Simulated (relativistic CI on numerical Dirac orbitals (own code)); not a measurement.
Calculated at this level of theory: Dirac-Coulomb-Breit CI, separate exchange-only KLI orbitals for each configuration, QED by a radiative potential, unscaled Slater integrals (own radial code, finite nucleus).

The strongest absorption lines from the ground level of an ion, among the configurations computed and to levels below about 317 eV (vacuum wavelength in nm, gf): 4.0314 (0.017), 4.1347 (0.064), 4.2059 (0.14), 4.2087 (3.5), 4.7307 (0.019), 5.3510 (0.27).

Task: Which ion is it?
A. Pb⁴²⁺
B. Pb⁴⁴⁺
C. Pb⁴⁰⁺
D. W³⁴⁺

Result: A. Pb⁴²⁺ has 40 electrons and the ground level 4s2 4p6 4d4 3P_0; the strongest line goes to 4s2 4p6 4d3 4f 3D°_1. The pattern of lines fixes the number of electrons, and along that sequence the line energies rise steadily with the charge (about as its square where n changes within one kind of shell, about linearly where n is kept but much faster in heavy ions where fine structure, which grows about as Z⁴, sets the gap, and irregularly where shells cross), which fixes Z. Configurations outside the model, such as inner-shell arrays, can give stronger lines. At this charge energies of transitions that change n are usually good to better than 1 %, and those within a shell (Δn = 0) to a few per cent.

LS names give the leading component of a level, which can be under half, so a name can repeat, a term be missing and a line seem to break the LS rules.
